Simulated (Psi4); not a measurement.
H2O4P (SMILES [O]P(=O)(O)O), doublet, geometry from GFN2-xTB; WB97X/6-31G** (Psi4).

Input for Psi4:
```
memory 2 GB

molecule mol {
0 2
  O    -0.963095   -0.432457   -1.116288
  P    -0.054351   -0.023851    0.021072
  O    -1.041963    0.245947    1.117091
  O     0.847143    1.235434   -0.362512
  O     1.013141   -1.103517    0.424605
  H     0.282746    1.976385   -0.574344
  H     1.690713   -1.181881   -0.244910
}

set basis 6-31g**
set reference uks

energy('wb97x')
print_variables()
```

Problem. What does Psi4 print? Leave out banner, timings and long lists.

Solution. 
```
   => Loading Basis Set <=

    Name: 6-31G**
    Role: ORBITAL
    Keyword: BASIS

         ---------------------------------------------------------
                                   SCF
               by Justin Turney, Rob Parrish, Andy Simmonett
                          and Daniel G. A. Smith
                              UKS Reference
         ---------------------------------------------------------

  ==> Geometry <==

    Molecular point group: c1
    Full point group: C1

    Geometry (in Angstrom), charge = 0, multiplicity = 2:

       Center              X                  Y                   Z               Mass
    ------------   -----------------  -----------------  -----------------  -----------------
         O           -0.942364664894    -0.424090986514    -1.124878683288    15.994914619570
         P           -0.033620664894    -0.015484986514     0.012481316712    30.973761998420
         O           -1.021232664894     0.254313013486     1.108500316712    15.994914619570
         O            0.867873335106     1.243800013486    -0.371102683288    15.994914619570
         O            1.033871335106    -1.095150986514     0.416014316712    15.994914619570
         H            0.303476335106     1.984751013486    -0.582934683288     1.007825032230
         H            1.711443335106    -1.173514986514    -0.253500683288     1.007825032230

  Running in c1 symmetry.

  Rotational constants: A =      0.17118  B =      0.15736  C =      0.14338 [cm^-1]
  Rotational constants: A =   5131.73298  B =   4717.61937  C =   4298.35515 [MHz]
  Nuclear repulsion =  270.509219819031841

  Charge       = 0
  Multiplicity = 2
  Electrons    = 49
  Nalpha       = 25
  Nbeta        = 24

  ==> Algorithm <==

  SCF Algorithm Type is DF.
  DIIS enabled.
  MOM disabled.
  Fractional occupation disabled.
  Guess Type is SAD.
  Energy threshold   = 1.00e-06
  Density threshold  = 1.00e-06
  Integral threshold = 1.00e-12

  ==> Primary Basis <==

  Basis Set: 6-31G**
    Blend: 6-31G**
    Number of shells: 38
    Number of basis functions: 89
    Number of Cartesian functions: 89
    Spherical Harmonics?: false
    Max angular momentum: 2

  ==> DFT Potential <==

   => LibXC <=

    Version 7.1.2
    S. Lehtola, C. Steigemann, M. J. T. Oliveira, and M. A. L. Marques,  SoftwareX 7, 1–5 (2018) (10.1016/j.softx.2017.11.002)

   => Composite Functional: WB97X <=

    wB97X Hyb-GGA Exchange-Correlation Functional

    J.-D. Chai and M. Head-Gordon,  J. Chem. Phys. 128, 084106 (2008) (10.1063/1.2834918)

    Deriv               =              1
    GGA                 =           TRUE
    Meta                =          FALSE

    Exchange Hybrid     =           TRUE
    MP2 Hybrid          =          FALSE

   => Exchange-Correlation Functionals <=

    1.0000   wB97X range-separated functional

   => Exact (HF) Exchange <=

    0.8423            HF,LR [omega = 0.3000]
    0.1577               HF

   => LibXC Density Thresholds  <==

    XC_HYB_GGA_XC_WB97X:  1.00E-14

   => Molecular Quadrature <=

    Radial Scheme          =       TREUTLER
    Pruning Scheme         =           NONE
    Nuclear Scheme         =       TREUTLER

    Blocking Scheme        =         OCTREE
    BS radius alpha        =              1
    Pruning alpha          =              1
    Radial Points          =             75
    Spherical Points       =            302
    Total Points           =         151047
    Total Blocks           =           1167
    Max Points             =            256
    Max Functions          =             87
    Weights Tolerance      =       1.00E-15

   => Loading Basis Set <=

    Name: (6-31G** AUX)
    Role: JKFIT
    Keyword: DF_BASIS_SCF

  ==> Integral Setup <==

  SCF_SUBTYPE=INCORE selected. In-core MEM_DF algorithm will be used.
  Using in-core AOs.

  ==> MemDFJK: Density-Fitted J/K Matrices <==

    J tasked:                   Yes
    K tasked:                   Yes
    wK tasked:                  Yes
[...]

   @DF-UKS iter SAD:  -642.91157533389242   -6.42912e+02   0.00000e+00
   @DF-UKS iter   1:  -643.11644527379099   -2.04870e-01   9.07256e-03 DIIS/ADIIS
   @DF-UKS iter   2:  -643.17605516287711   -5.96099e-02   8.44723e-03 DIIS/ADIIS
   @DF-UKS iter   3:  -643.36838132819003   -1.92326e-01   4.90615e-04 DIIS/ADIIS
   @DF-UKS iter   4:  -643.36926069755134   -8.79369e-04   4.00187e-04 DIIS/ADIIS
   @DF-UKS iter   5:  -643.36979651827528   -5.35821e-04   1.58988e-04 DIIS/ADIIS
   @DF-UKS iter   6:  -643.36993998954790   -1.43471e-04   4.86121e-05 DIIS
   @DF-UKS iter   7:  -643.36997390327110   -3.39137e-05   3.21619e-05 DIIS
   @DF-UKS iter   8:  -643.36998910034868   -1.51971e-05   1.38314e-05 DIIS
   @DF-UKS iter   9:  -643.36999669988779   -7.59954e-06   9.41059e-06 DIIS
   @DF-UKS iter  10:  -643.37000312860323   -6.42872e-06   6.06175e-06 DIIS
   @DF-UKS iter  11:  -643.37000668227211   -3.55367e-06   4.38302e-06 DIIS
   @DF-UKS iter  12:  -643.37000887169074   -2.18942e-06   3.33759e-06 DIIS
   @DF-UKS iter  13:  -643.37001015535407   -1.28366e-06   2.40609e-06 DIIS
   @DF-UKS iter  14:  -643.37001086208204   -7.06728e-07   1.30767e-06 DIIS
   @DF-UKS iter  15:  -643.37001104152148   -1.79439e-07   6.30527e-07 DIIS
  Energy and wave function converged.

  ==> Post-Iterations <==

   Electrons on quadrature grid:
      Nalpha   =   24.9999960608 ; deviation = -3.939e-06
      Nbeta    =   23.9999966145 ; deviation = -3.386e-06
      Ntotal   =   48.9999926753 ; deviation = -7.325e-06

   @Spin Contamination Metric:   1.123536343E-02
   @S^2 Expected:                7.500000000E-01
   @S^2 Observed:                7.612353634E-01
   @S   Expected:                5.000000000E-01
   @S   Observed:                5.000000000E-01

    Orbital Energies [Eh]
    ---------------------

    Alpha Occupied:

[...]
      25A     -0.437188

    Alpha Virtual:

[...]
      89A      4.084645

    Beta Occupied:

[...]
    Beta Virtual:

[...]
    Final Occupation by Irrep:
              A
    DOCC [    24 ]
    SOCC [     1 ]
    NA   [    25 ]
    NB   [    24 ]

  @DF-UKS Final Energy:  -643.37001104152148

   => Energetics <=

    Nuclear Repulsion Energy =            270.5092198190318413
    One-Electron Energy =               -1424.4548853700298423
    Two-Electron Energy =                 553.4758867821334434
    DFT Exchange-Correlation Energy =     -42.9002322726569645
    Empirical Dispersion Energy =           0.0000000000000000
    VV10 Nonlocal Energy =                  0.0000000000000000
    Total Energy =                       -643.3700110415214795

  UHF NO Occupations:
  HONO-2 :   23  A 1.9997485
  HONO-1 :   24  A 1.9952206
  HONO-0 :   25  A 1.0000000
  LUNO+0 :   26  A 0.0047794
  LUNO+1 :   27  A 0.0002515
  LUNO+2 :   28  A 0.0001601
  LUNO+3 :   29  A 0.0001427

Computation Completed

Properties will be evaluated at   0.000000,   0.000000,   0.000000 [a0]

Properties computed using the SCF density matrix

 Multipole Moments:

 ------------------------------------------------------------------------------------
     Multipole            Electronic (a.u.)      Nuclear  (a.u.)        Total (a.u.)
 ------------------------------------------------------------------------------------

 L = 1.  Multiply by 2.5417464519 to convert [e a0] to [Debye]
 Dipole X            :         -0.7313785            1.9195619            1.1881834
 Dipole Y            :         -0.2575599            0.7746548            0.5170949
 Dipole Z            :          0.1979607           -0.7954792           -0.5975185
 Magnitude           :                                                    1.4269532

 ------------------------------------------------------------------------------------

  Variable Map:
  ----------------------------------------------------------------------------
[...]
  Array Variable Map:
  ----------------------------------------------------------------------------
[...]
[...]
```
